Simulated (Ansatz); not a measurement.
Input for Ansatz (a quantum-chemistry and plane-wave program): R-CCSD(T)/aug-cc-pV(T+d)Z on HF (SMILES F). Files ending in .json are basis or fitting sets from the Basis Set Exchange.

Ansatz 0.2 input:
```yaml
crystal:
  periodic: [false, false, false]
  atoms:
    - {symbol: F, position_ang: [-0.01249353, -0.08389304, -0.13913820]}
    - {symbol: H, position_ang: [0.15444039, 0.13382320, 0.75090877]}
basis:
  gaussian:
    orbitals: aug-cc-pV_T+d_Z.json
magnetization: {spin_polarized: false}
correlation: {method: ccsd_t, electrons: outside_noble_gas}
scf: {lower_state_search: off}
```

The head of its log:

```
WARN ansatz: RAYON_NUM_THREADS=1 ignored (pool sized by the plan → 1); use --threads N
Functional definition: HF
these checks for a lower state are left out or cut short: stability, starts, cluster_reference, orbital_swaps, neighbouring_geometries, increment
integrals: 0.04 GiB planned
415 factors; integrals over basis functions are off by at most 1.6e-3 eV
mean field: 0.07 GiB planned
mean field evaluation 1: about -2721.8023 eV, gradient 2.5e1 eV
mean field evaluation 2: about -2721.8023 eV, gradient 2.5e1 eV
mean field evaluation 4: about -2722.7724 eV, gradient 1.2e0 eV
mean field evaluation 8: about -2722.7773 eV, gradient 5.6e-5 eV
mean field -2722.77732615 eV, -100.0602211713 hartree, gradient 2.1e-6 eV, S^2 0.000000; 0 other end points of the search recorded, 0 dependent functions left out
1 core orbitals not correlated
reference -2722.77732615 eV, -100.0602211713 hartree; 4, 4 occupied and 64, 64 virtual orbitals, 415 factors
```

**Question.** What total energy does the run end on?

**Answer.** -100.3495 hartree (reference determinant -100.0602, T1 diagnostic 0.010).
